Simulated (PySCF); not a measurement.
GeH, SMILES [GeH] (connectivity only; charge and spin as stated), charge +1, multiplicity 1.

Geometry: PBE0-D3(BJ)/def2-TZVPD. The spin state was assumed, not searched.

All values below come from TDA-PBE/def2-TZVPD in PySCF 2.14.0.

Vertical excitations; the highest root listed may be one member of a degenerate set.  State labels are in the subgroup C2v.

Problem. List the lowest excited states. (Estimate from the structure and the level; the computed values follow.)

Solution. 
| state | symmetry | energy (eV) | λ (nm) | f | main pairs |
|---|---|---|---|---|---|
| S1 | B1 | 3.23 | 384 | 0.013 | HOMO→LUMO (degenerate set) |
| S2 | B2 | 3.23 | 384 | 0.013 | HOMO→LUMO+1 (degenerate set) |
| S3 | A1 | 9.38 | 132 | 0.500 | HOMO→LUMO+3 59 %, HOMO→LUMO+2 40 % |
| S4 | B1 | 10.16 | 122 | 0.010 | HOMO→LUMO+4, HOMO−1→LUMO (degenerate set) |
| S5 | B2 | 10.16 | 122 | 0.010 | HOMO→LUMO+5, HOMO−1→LUMO+1 (degenerate set) |
| S6 | A1 | 10.79 | 115 | 0.755 | HOMO→LUMO+2 49 %, HOMO→LUMO+3 38 %, HOMO→LUMO+9 10 % |
| S7 | A1 | 10.97 | 113 | 0.000 | HOMO→LUMO+7 (degenerate set) |
| S8 | A2 | 10.97 | 113 | 0.000 | HOMO→LUMO+6 (degenerate set) |
| S9 | B2 | 12.00 | 103 | 0.982 | HOMO→LUMO+5, HOMO−1→LUMO+1 (degenerate set) |
| S10 | B1 | 12.00 | 103 | 0.982 | HOMO→LUMO+4, HOMO−1→LUMO (degenerate set) |
| T1 | B1 | 2.15 | 576 | 0 | HOMO→LUMO (degenerate set) |
| T2 | B2 | 2.15 | 576 | 0 | HOMO→LUMO+1 (degenerate set) |
| T3 | A1 | 6.99 | 177 | 0 | HOMO→LUMO+2 99 % |
| T4 | B1 | 7.98 | 155 | 0 | HOMO−1→LUMO 98 % |
Triplets are in the Tamm–Dancoff approximation.
